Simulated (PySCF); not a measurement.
Correlation energy of N³⁺ (nitrogen, charge +3)

Starting occupation: [He] 2s2. Computed with PySCF 2.14 in an even-tempered Gaussian basis (19 s from 0.031 bohr⁻², ratio 2.6; 12 p from 0.04 bohr⁻², ratio 2.6; 8 d from 0.041 bohr⁻², ratio 2.8; 5 f from 1.7 bohr⁻², ratio 2.8), with X2C-1e with screened-nucleus spin-orbit coupling, Gaussian nucleus. Frozen: nothing; 4 electrons correlated; the 30 highest virtual spinors left out.

MP2 pair energies summed by pair of shells (mhartree):

```tsv
pair	energy	share (%)
2s1/2-2s1/2	-53.01	51.3
1s1/2-1s1/2	-40.04	38.8
1s1/2-2s1/2	-10.20	9.9
```

Total MP2 correlation energy: -103.25 mhartree.

The virtual space was cut to 56 spinors, which keep -92.04 of the -103.25 mhartree of MP2 correlation.

```csv
level,correlation energy (mhartree)
CCSD,-128.85
(T),-0.50
CCSD(T),-129.35
```

Diagnostics: T1 = 0.0049, largest double amplitude 0.152.

Question: Is a single reference adequate?

Answer: Not fully. A double-excitation amplitude exceeds 0.15, a sign of near-degeneracy.

The coupled-cluster values are those of the cut space; adding the MP2 remainder, -11.21 mhartree, estimates the full space.
